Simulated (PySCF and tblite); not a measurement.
The numbers below are computed, except where a source is named.
System: C5H10GeSi, numbered as in [SiH3:1][C:2]1=[CH:3][C@H:4]([GeH3:5])[CH:6]=[CH:7]1.

For the shift of H on C4 from C4 to C6: electronic barrier 32.69 kcal/mol, zero-point change -2.46 kcal/mol, thermal and entropy terms at 350 K a further -0.16 kcal/mol (symmetry numbers apart). The minimum is C1, the saddle C1. Level: BHandHLYP/pcSseg-1 + D3(BJ) on PBE0-D3(BJ)/def2-SVP stationary points, with GFN2-xTB thermal terms. Rate constants are transition-state-theory values, counting equivalent paths, without tunnelling. Programs: tblite and PySCF.

**Question.** How many equivalent paths lead out of the minimum?

**Answer.** 1: the symmetry number of the minimum is 1, that of the saddle displaced along its mode 1.

**Question.** Work out the rate at 350 K.

**Answer.** ΔG‡ = 30.07 kcal/mol; k_B T/h = 7.3×10¹² s⁻¹; exp(−ΔG‡/RT) = 1.7×10⁻¹⁹; times 1 gives k = 1.2×10⁻⁶ s⁻¹.

Tunnelling of the moving H, left out here, will speed the real process. Spin–orbit effects of heavy atoms on shieldings are missing.
